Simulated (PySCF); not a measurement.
Isomers of H8Si4. Gas-phase values, no solvent. One relaxed conformer stands for each flexible species; it need not be the lowest. Strings in code marks are SMILES.

These are PBE0-D3(BJ)/def2-TZVP (PySCF) values and carry that method's errors. 

```
species                                               HOMO (eV)  HOMO–LUMO gap (eV)  dipole moment (D)
----------------------------------------------------  ---------  ------------------  -----------------
`[SiH3]/[SiH]=[SiH]/[SiH3]`                               -6.01                3.90               0.00
`[SiH3]/[SiH]=[SiH]\[SiH3]`                                   ?                   ?                  ?
`[SiH2]1[SiH2][SiH2][SiH2]1`                              -7.57                6.07               0.00
`[SiH3][Si]([SiH3])=[SiH2]`                               -6.04                4.00               0.12
`[SiH3][SiH]1[SiH2][SiH2]1`                               -6.83                5.67               0.09
`[SiH2]=[SiH][SiH2][SiH3]` (Si–Si–Si–Si torsion 96°)      -6.04                   ?                  –
```

Problem. Some entries are withheld; supply them.

Solution. 
- `[SiH3]/[SiH]=[SiH]\[SiH3]`, HOMO (eV): -6.02
- `[SiH3]/[SiH]=[SiH]\[SiH3]`, HOMO–LUMO gap (eV): 3.92
- `[SiH3]/[SiH]=[SiH]\[SiH3]`, dipole moment (D): 0.17
- `[SiH2]=[SiH][SiH2][SiH3]` (Si–Si–Si–Si torsion 96°), HOMO–LUMO gap (eV): 3.88
